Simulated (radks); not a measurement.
Results of a calculation; reference values are marked as such.
Excited configurations of the hafnium ion Hf2+: one electron is placed in a higher orbital outside [Xe] 4f14 5d1. The ground configuration is [Xe] 4f14 5d2. Level of theory: scalar-relativistic Kohn-Sham, SCAN, spin-unpolarised, spherical densities, finite nucleus; meta-GGA in the generalised Kohn-Sham scheme; Fermi nuclear charge, rms radius 5.347 fm (a radial shooting solver on a logarithmic mesh with Libxc functionals). Excitation = E - E(ground); binding = E(ion) - E, where the ion is the core of charge +3; n* = 3/sqrt(2 binding) in atomic units, and the quantum defect is n - n*.

5f: excitation (eV) 13.848; binding (eV) 7.747; n* 3.976; <r> (bohr) 5.711
6s: excitation (eV) -0.443; binding (eV) 22.038; n* 2.357; <r> (bohr) 2.917
6d: excitation (eV) 11.779; binding (eV) 9.816; n* 3.532; <r> (bohr) 5.384
6f: excitation (eV) 16.484; binding (eV) 5.111; n* 4.895; <r> (bohr) 9.971
7s: excitation (eV) 10.837; binding (eV) 10.758; n* 3.374; <r> (bohr) 5.829
7p: excitation (eV) 13.024; binding (eV) 8.571; n* 3.780; <r> (bohr) 6.967
7d: excitation (eV) 15.648; binding (eV) 5.947; n* 4.537; <r> (bohr) 9.471
7f: excitation (eV) 18.011; binding (eV) 3.584; n* 5.845; <r> (bohr) 15.24

The Delta-SCF ionisation energy is 21.595 eV (NIST Atomic Spectra Database: 22.55 eV, theoretical). Self-interaction in the functional shifts the binding energies and quantum defects, so they are the method's values and not measured ones. Spin polarisation and multiplet splitting are left out, so open shells lie too high by an amount that depends on their filling. Spin-orbit splitting is averaged out at the scalar-relativistic level. A negative excitation energy means that this level of theory puts the configuration below the NIST ground configuration.

Beside tabulated values, note that spin-unpolarised runs miss the spin-polarisation part of the exchange energy of open shells.
